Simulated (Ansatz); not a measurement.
Consider the redistribution: `O[SiH](F)[S][GeH3]` + `CO[SiH2][SiH3]` → `CO[SiH](O)F` + `[SiH3][SiH2][S][GeH3]`.

Calculated with Ansatz (gas phase, PBE0-D4/def2-TZVP geometries, no zero-point term in ΔE). CCSD(T)/CBS is the MP2 limit (def2-TZVPP, def2-QZVPP) plus CCSD(T) − MP2 in def2-TZVPP, frozen cores. DFT in def2-TZVPP. For Ge outer-core shells are correlated without core-valence functions, which leaves a few kJ/mol of doubt a bond. Scalar relativity is left out up to krypton. One conformer a species, not always the lowest.

| level | ΔE (kJ/mol) |
| --- | --- |
| PBE-D4 | -29.0 |
| r2SCAN-D4 | -29.9 |
| B2PLYP | -28.6 |
| r2SCAN | -29.5 |
| HF/def2-TZVPP | -29.6 |
| MP2/def2-TZVPP | -31.1 |
| SCS-MP2/def2-TZVPP | -29.6 |
| CCSD/def2-TZVPP | -30.9 |

(1) What does CCSD(T)/CBS give? (Estimate.)

Largest T1 diagnostic among the species: 0.012.

Answers

(1) Ansatz gave: -32.0 kJ/mol. The listed levels differ from it by 3.0, 2.1, 3.4, 2.5, 2.4, 0.9, 2.4, 1.1 kJ/mol.
